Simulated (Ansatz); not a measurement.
Steps of a relaxation of AlB$_{2}$H$_{7}$OSi (`B[SiH2][B](O)[AlH2]`) with RKS PBE0-D4/def2-TZVP.

```sh
$ ansatz run in.yaml --threads 4 --pin off --events-out ev --progress --plain --max-ram 10444MiB
```

```yaml
crystal:
  periodic: [false, false, false]
  atoms:
    - {symbol: B, position_ang: [-1.488535, 1.268413, 1.136241]}
    - {symbol: Si, position_ang: [-0.059903, -0.051105, 0.978088]}
    - {symbol: B, position_ang: [0.930377, 0.260592, -0.860157]}
    - {symbol: O, position_ang: [1.549352, 1.332880, -1.381963]}
    - {symbol: Al, position_ang: [0.438512, -1.762669, -1.227636]}
    - {symbol: H, position_ang: [-1.254128, 2.293474, 1.752471]}
    - {symbol: H, position_ang: [-2.509199, 1.184115, 0.480732]}
    - {symbol: H, position_ang: [0.998551, -0.234826, 2.033372]}
    - {symbol: H, position_ang: [-0.497569, -1.504182, 0.614761]}
    - {symbol: H, position_ang: [1.513899, 2.144881, -0.841296]}
    - {symbol: H, position_ang: [-0.962924, -2.068133, -1.948724]}
    - {symbol: H, position_ang: [1.418666, -2.918738, -0.701888]}
basis:
  gaussian: {orbitals: def2-TZVP}
hamiltonian: {xc: pbe0, dispersion: d4}
relax: {f_tol: 0.005, max_steps: 150}
```

Positions (Å) and forces (eV/Å) along the path, 10 of 16 steps:

```xyz
12
step=1 energy=-17978.1648 eV
B    -1.489    1.268    1.136   -0.257    0.289    0.008
Si   -0.060   -0.051    0.978    0.248   -0.190    0.002
B     0.930    0.261   -0.860    0.036    0.125   -0.050
O     1.549    1.333   -1.382   -0.193    0.349    0.569
Al    0.439   -1.763   -1.228    0.004   -0.111   -0.086
H    -1.254    2.293    1.752   -0.115   -0.402   -0.269
H    -2.509    1.184    0.481    0.424    0.039    0.282
H     0.999   -0.235    2.033   -0.266    0.048   -0.182
H    -0.498   -1.504    0.615    0.048    0.287    0.096
H     1.514    2.145   -0.841    0.037   -0.596   -0.405
H    -0.963   -2.068   -1.949    0.161    0.032    0.087
H     1.419   -2.919   -0.702   -0.127    0.130   -0.052
12
step=2 energy=-17978.1950 eV
B    -1.484    1.264    1.142   -0.073    0.148   -0.035
Si   -0.047   -0.040    0.975    0.088   -0.149   -0.037
B     0.923    0.254   -0.865    0.058    0.059    0.010
O     1.541    1.327   -1.375   -0.067    0.099    0.159
Al    0.442   -1.764   -1.244   -0.004    0.001   -0.039
H    -1.258    2.285    1.736   -0.050   -0.118   -0.058
H    -2.492    1.175    0.498    0.103   -0.004    0.097
H     0.978   -0.221    2.043   -0.066    0.025   -0.043
H    -0.492   -1.476    0.621   -0.009    0.083    0.067
H     1.511    2.125   -0.833    0.021   -0.160   -0.126
H    -0.950   -2.071   -1.954    0.015   -0.003    0.013
H     1.404   -2.913   -0.709   -0.015    0.020   -0.007
12
step=3 energy=-17978.1981 eV
B    -1.476    1.266    1.129   -0.049   -0.019    0.086
Si   -0.040   -0.042    0.969    0.046   -0.010   -0.024
B     0.935    0.253   -0.863   -0.063   -0.062   -0.013
O     1.541    1.328   -1.379    0.026   -0.047    0.002
Al    0.441   -1.758   -1.255    0.025    0.010   -0.045
H    -1.270    2.277    1.732    0.015    0.043   -0.011
H    -2.493    1.157    0.516   -0.016    0.002   -0.043
H     0.969   -0.210    2.047    0.011    0.011    0.032
H    -0.504   -1.471    0.645    0.011    0.022   -0.019
H     1.528    2.118   -0.834    0.001    0.070    0.021
H    -0.952   -2.070   -1.956   -0.020   -0.001    0.001
H     1.398   -2.905   -0.716    0.011   -0.019    0.011
12
step=5 energy=-17978.2000 eV
B    -1.484    1.265    1.141    0.007    0.015   -0.017
Si   -0.038   -0.038    0.971    0.012   -0.012   -0.013
B     0.930    0.249   -0.865   -0.010   -0.003    0.004
O     1.547    1.321   -1.374    0.011    0.004    0.011
Al    0.444   -1.762   -1.268    0.001    0.003   -0.006
H    -1.275    2.286    1.729   -0.005    0.006    0.010
H    -2.497    1.156    0.518   -0.014   -0.009    0.004
H     0.970   -0.196    2.053    0.003    0.001    0.008
H    -0.498   -1.464    0.644   -0.005   -0.005    0.015
H     1.534    2.113   -0.829    0.002    0.004   -0.009
H    -0.955   -2.075   -1.958   -0.001   -0.001    0.000
H     1.401   -2.911   -0.727   -0.001   -0.001   -0.005
12
step=8 energy=-17978.2005 eV
B    -1.487    1.266    1.139   -0.001   -0.002   -0.001
Si   -0.036   -0.035    0.971    0.000    0.003    0.000
B     0.932    0.248   -0.864   -0.002   -0.008    0.001
O     1.555    1.317   -1.372    0.003    0.004    0.003
Al    0.444   -1.761   -1.276    0.000    0.003    0.000
H    -1.283    2.289    1.726   -0.001    0.001   -0.001
H    -2.504    1.146    0.525   -0.001   -0.003    0.001
H     0.970   -0.183    2.057    0.000    0.003    0.000
H    -0.496   -1.463    0.656    0.000   -0.002    0.003
H     1.544    2.110   -0.828    0.003   -0.002   -0.003
H    -0.960   -2.074   -1.958   -0.001    0.002    0.001
H     1.399   -2.914   -0.741   -0.001    0.000   -0.003
12
step=11 energy=-17978.2008 eV
B    -1.494    1.261    1.136   -0.002   -0.003    0.006
Si   -0.032   -0.029    0.972    0.001   -0.002   -0.003
B     0.936    0.246   -0.863    0.001   -0.010   -0.002
O     1.568    1.312   -1.368    0.000    0.001    0.001
Al    0.440   -1.759   -1.281    0.000    0.010    0.003
H    -1.297    2.291    1.713   -0.001    0.000   -0.003
H    -2.515    1.125    0.532    0.001   -0.001   -0.003
H     0.972   -0.162    2.063    0.000    0.001   -0.001
H    -0.484   -1.463    0.669    0.000    0.001    0.002
H     1.563    2.104   -0.823    0.001    0.002    0.000
H    -0.972   -2.060   -1.951   -0.001    0.001    0.001
H     1.392   -2.922   -0.763    0.000   -0.001   -0.001
12
step=12 energy=-17978.2008 eV
B    -1.493    1.259    1.134   -0.008    0.000    0.002
Si   -0.030   -0.031    0.973    0.003    0.006    0.006
B     0.937    0.247   -0.862    0.003   -0.005   -0.006
O     1.568    1.314   -1.368   -0.002   -0.006    0.003
Al    0.438   -1.757   -1.279    0.000    0.001    0.001
H    -1.301    2.291    1.708    0.001   -0.003   -0.001
H    -2.511    1.118    0.526    0.002    0.002    0.000
H     0.976   -0.164    2.062    0.000    0.004    0.001
H    -0.483   -1.463    0.671    0.002   -0.003   -0.004
H     1.563    2.106   -0.822    0.001    0.004    0.001
H    -0.977   -2.053   -1.946    0.000    0.000    0.000
H     1.389   -2.922   -0.762   -0.001    0.000   -0.003
12
step=14 energy=-17978.2009 eV
B    -1.500    1.253    1.129   -0.006   -0.006    0.010
Si   -0.024   -0.024    0.975    0.005   -0.001   -0.001
B     0.943    0.246   -0.862    0.000    0.000   -0.004
O     1.581    1.309   -1.366    0.000   -0.003    0.003
Al    0.433   -1.755   -1.282   -0.002    0.000    0.001
H    -1.319    2.288    1.701    0.001    0.000   -0.004
H    -2.519    1.098    0.525    0.005    0.003   -0.003
H     0.980   -0.142    2.068   -0.002    0.002    0.000
H    -0.467   -1.462    0.682   -0.001    0.000   -0.003
H     1.580    2.100   -0.819    0.001    0.004   -0.002
H    -0.991   -2.035   -1.935    0.002    0.000    0.002
H     1.379   -2.931   -0.783   -0.002    0.001    0.000
12
step=15 energy=-17978.2009 eV
B    -1.500    1.251    1.130   -0.001    0.000   -0.002
Si   -0.024   -0.025    0.975    0.000    0.001    0.001
B     0.942    0.246   -0.862    0.006    0.003   -0.002
O     1.580    1.310   -1.366   -0.003   -0.004    0.002
Al    0.433   -1.754   -1.281   -0.004    0.000    0.002
H    -1.318    2.287    1.701    0.000   -0.001    0.000
H    -2.517    1.099    0.524    0.001    0.000    0.001
H     0.980   -0.142    2.068   -0.001    0.000   -0.001
H    -0.467   -1.463    0.681    0.000   -0.002   -0.001
H     1.580    2.101   -0.819    0.000    0.002   -0.001
H    -0.991   -2.035   -1.934    0.001   -0.001    0.000
H     1.379   -2.931   -0.782    0.000    0.001   -0.001
12
step=16 energy=-17978.2009 eV
B    -1.499    1.251    1.130   -0.001    0.000   -0.003
Si   -0.024   -0.025    0.975    0.001    0.004    0.002
B     0.943    0.247   -0.861    0.001    0.004   -0.003
O     1.580    1.310   -1.366   -0.003   -0.003    0.003
Al    0.432   -1.754   -1.280    0.000   -0.002   -0.001
H    -1.318    2.287    1.701    0.000   -0.001    0.001
H    -2.516    1.099    0.522    0.000    0.000    0.001
H     0.980   -0.144    2.068    0.000   -0.001    0.000
H    -0.467   -1.463    0.680    0.000   -0.003   -0.001
H     1.579    2.101   -0.819    0.001    0.001   -0.001
H    -0.992   -2.036   -1.934    0.000    0.001    0.001
H     1.379   -2.930   -0.782    0.000    0.000    0.001
```

It took 47 s on 4 threads of an Arm Neoverse V2 on a shared host, with 0.58 GiB of host memory at the peak.
